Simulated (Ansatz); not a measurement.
Reaction (formal loss of a carbene): `FCC(F)Br` → `FC(F)Br` + `[CH2]` (triplet)

Gas-phase electronic energies from Ansatz, PBE0-D4/def2-TZVP geometries. CCSD(T)/CBS adds triple-zeta CCSD(T) − MP2 to the extrapolated MP2 energy (def2 sets, frozen cores). This one scheme is used for every species. Triplets are unrestricted, without spin–orbit coupling. For Br outer-core shells are correlated without core-valence functions, which leaves a few kJ/mol of doubt a bond. Scalar relativity is left out up to krypton. One conformer a species, not always the lowest.

`FCC(F)Br`:

```xyz
8

F    -0.567    0.020   -1.685
C    -0.544    0.451   -0.386
C     0.344   -0.451    0.438
F     0.227   -0.086    1.740
Br    2.197   -0.310   -0.111
H    -1.558    0.398    0.023
H    -0.182    1.481   -0.348
H     0.082   -1.503    0.330
```

`FC(F)Br`:

Z-matrix (Å, degrees):
```
C
F 1 1.332
Br 1 1.937 2 109.7
F 1 1.332 2 108.5 3 -119.9
H 1 1.090 2 110.3 3 119.1
```

`[CH2]` (triplet):

Z-matrix (Å, degrees):
```
C
H 1 1.079
H 1 1.079 2 134.9
```

Task: Is it downhill or uphill in electronic energy at CCSD(T)/CBS, and by how much? (An estimate is asked.)

Result: Computed: Uphill: ΔE = +415.3 kJ/mol.

Task: What do these levels give: HF/def2-TZVPP, MP2/def2-QZVPP, SCS-MP2/def2-QZVPP, HF/CBS(def2), MP2/CBS(def2), CCSD/CBS(def2)? (Best estimate.)

Result: The calculation gave: HF/def2-TZVPP 271.5, MP2/def2-QZVPP 420.3, SCS-MP2/def2-QZVPP 425.2, HF/CBS(def2) 271.2, MP2/CBS(def2) 425.9, CCSD/CBS(def2) 405.6 kJ/mol.

Largest T1 diagnostic among the species: 0.011.

From PBE to PBE0 (25 % exact exchange), in def2-TZVPP and without D4, ΔE moves by −5.5 kJ/mol. The D4 term adds +9.5 kJ/mol with B3LYP and +5.0 kJ/mol with PBE0; it sums over pairs of atoms, weighted by their polarisabilities, and B3LYP, whose exchange is more repulsive, gets the larger term.

B3LYP here is the variant with VWN-RPA as its local correlation; programs differ in this.
